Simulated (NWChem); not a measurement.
Molecule: water (H2O); SMILES O

```xyz
3

O      0.0000     0.0000     0.1333
H      0.7542     0.0000    -0.4650
H     -0.7542     0.0000    -0.4650
```
Atoms are numbered in this order, from 1.

Computed with NWChem. Geometry: optimised at PBE0/def2-SVP. Not confirmed as a minimum by frequencies. GIAO values for the isolated, static molecule; σ is the absolute isotropic shielding.

**Question.** Estimate the computed values for PBE0/x2c-SVPall-s, scalar ZORA without spin-orbit coupling. Quantities: σ O1 (ppm); σ H2 (ppm).

**Answer.** 
| Property | Result |
|---|---|
| σ O1 (ppm) | 338.9 |
| σ H2 (ppm) | 31.18 |
